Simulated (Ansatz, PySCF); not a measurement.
Reaction R1 → P1 + P2, each structure at its B3LYP-D3(BJ)/def2-TZVP stationary point, reached from a drawn start (curvature not checked).
R1: H6W (SMILES [WH6]), charge 0, multiplicity 1.
P1, H4W (SMILES [WH4]) (charge 0, multiplicity 3):
```xyz
5

W      0.000     0.000     0.000
H      0.994     0.974     0.994
H      0.981    -0.993    -0.989
H     -0.976     1.001    -0.987
H     -1.000    -0.982     0.981
```
P2, H2 (SMILES [H][H]) (charge 0, multiplicity 1):
| atom | x (Å) | y (Å) | z (Å) |
|---|---|---|---|
| H | 0.0000 | 0.0000 | 0.3720 |
| H | 0.0000 | 0.0000 | -0.3720 |

P less R. No zero-point or thermal terms; singlets are restricted closed shells; open shells are unrestricted; no spin–orbit coupling. The spin states of the d-block species are the ones drawn and need not be the lowest.

Cores are frozen in the correlated methods.

The values were computed with Ansatz (an electronic-structure program) with Gaussian orbitals; PySCF for the D3/D4 terms. All values are computed, each at the level named. Elements past Kr take the def2 small-core potentials, without spin–orbit coupling.

Question: Estimate the reaction energy that BHLYP-D4/def2-TZVPP returns for this input.

Answer: 0.30 eV

Question: Give the reaction energy at the level SCS-MP2/def2-SVP.

Answer: 0.71 eV

Question: Give the reaction energy at the level SCS-MP2/def2-TZVPP.

Answer: 0.94 eV
